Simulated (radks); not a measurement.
Q: All-electron atom: Mg+ in [Ne] 3s1. Calculated with a radial shooting solver on a logarithmic mesh with Libxc functionals: Dirac Kohn-Sham, exchange-only LDA, spin-unpolarised, spherical densities, point nucleus. Some entries of the table are withheld. Estimate them.

orbital  occ.  eigenvalue (Ry)  <1/r> (bohr^-1)
1s1/2       2        -92.63111              (1)
2s1/2       2              (2)            2.093
2p1/2       2              (3)              (4)
2p3/2       4              (5)              (6)
3s1/2       1              (7)           0.4734

A: 
(1) 1s1/2 <1/r> (bohr^-1): 11.58
(2) 2s1/2 eigenvalue (Ry): -6.36564
(3) 2p1/2 eigenvalue (Ry): -3.98594
(4) 2p1/2 <1/r> (bohr^-1): 1.960
(5) 2p3/2 eigenvalue (Ry): -3.96475
(6) 2p3/2 <1/r> (bohr^-1): 1.952
(7) 3s1/2 eigenvalue (Ry): -0.77441
